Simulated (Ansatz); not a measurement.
System: C2H2F2, net charge 0, singlet state. SMILES: F/C=C/F
Geometry from a B3LYP-D3(BJ)/def2-TZVP (Ansatz, a program for electronic structure) optimisation:
```xyz
6

F      1.6237    -0.7088     0.0066
C      0.6296     0.1973    -0.0125
C     -0.6296    -0.1973     0.0125
F     -1.6237     0.7088    -0.0066
H      0.9618     1.2250    -0.0485
H     -0.9618    -1.2250     0.0485
```

Property: atomisation energy (electronic, to ground-state atoms); the coupled-cluster value holds the core correlation from cc-pwCVTZ, in kcal/mol. Valence correlation only, unless marked. UHF or UKS for open shells. Spin-orbit coupling is left out. Non-relativistic. Basis-set limits of correlation are two-point, X^-3; Hartree-Fock from the larger set. The bracket is a focal-point correction in the basis named.

Level to compare with: RI-MP2/CBS(aug-cc-pVTZ,aug-cc-pVQZ)+[CCSD(T)-MP2]/aug-cc-pVTZ plus the core term (Ansatz), 577.5 kcal/mol. It is a level with limits of its own, and the differences hold the functionals' basis error too.

Problem. Rank these functionals by how close they come to RI-MP2/CBS(aug-cc-pVTZ,aug-cc-pVQZ)+[CCSD(T)-MP2]/aug-cc-pVTZ, closest first: B97M-V/def2-TZVPD (Ansatz); r2SCANh/def2-TZVPD (Ansatz); PBE/def2-TZVPD (Ansatz).

Solution. B97M-V/def2-TZVPD (meta-GGA with VV10, 574.8 kcal/mol, difference -2.7), r2SCANh/def2-TZVPD (hybrid meta-GGA, 570.9 kcal/mol, difference -6.6), PBE/def2-TZVPD (GGA, 599.7 kcal/mol, difference 22.2)
